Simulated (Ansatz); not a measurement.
Geometry optimisation, Ansatz 0.2.0, RKS B3LYP-D4/def2-SVP.

input.yaml

```yaml
crystal:
  periodic: [false, false, false]
  atoms:
    - { symbol: Ge, position_ang: [-0.7066, 0.3303, -0.2459] }
    - { symbol: Cl, position_ang: [0.2206, -1.8769, 0.7487] }
    - { symbol: H, position_ang: [-0.399, 0.5426, -1.7033] }
    - { symbol: H, position_ang: [-0.7935, 1.4524, 0.7521] }
    - { symbol: H, position_ang: [-2.0568, -0.3924, -0.1984] }
    - { symbol: H, position_ang: [1.6994, -0.9453, 0.666] }
    - { symbol: Br, position_ang: [2.036, 0.8893, -0.0193] }
basis:
  gaussian: { orbitals: def2-SVP }
hamiltonian:
  xc: b3lyp
  dispersion: d4
relax:
  f_tol: 0.15
  max_steps: 25
  restrain:
    - { distance: [0, 6], at: 2.4, k: 30.0 }
    - { distance: [5, 1], at: 1.33, k: 30.0 }
    - { distance: [0, 1], at: 3.52, k: 30.0 }
    - { distance: [5, 6], at: 2.81, k: 30.0 }
output:
  orbitals: {}
```

Launched with:

```bash
$ ansatz run input.yaml --threads 2 --pin off --max-ram 3072MiB --backend cpu --events-out ev --progress --plain --runs-dir out
```

Q: Where does it end, and by what steps?

A: The forces met the threshold. The restraints hold the end off the free minimum. After 8 steps the energy has fallen by 1.713 eV (the restraints' own energy left out); H5 moved furthest, 0.98 Å. Parted: Ge1–Cl2. Joined: Cl2–H6.

```csv
step,energy less start (eV),largest force component (eV/Å),accepted
0,0.0000,1.625,yes
1,0.1519,2.234,yes
2,-0.0437,2.164,yes
3,-0.4797,1.427,yes
4,-1.0807,0.815,yes
5,-1.4493,0.639,yes
6,-1.6452,0.645,yes
7,-1.7036,0.728,yes
8,-1.7132,0.610,yes
```

```xyz
7
Properties=species:S:1:pos:R:3
Ge -0.605 0.746 -0.410
Cl 0.410 -2.301 1.075
H -0.830 1.110 -1.887
H -1.165 1.843 0.510
H -1.118 -0.642 -0.068
H 1.548 -1.674 0.917
Br 1.761 0.918 -0.136
```

The run took 31 s on 2 threads of Arm Neoverse V1, with other jobs on the host, peak memory 0.25 GiB.
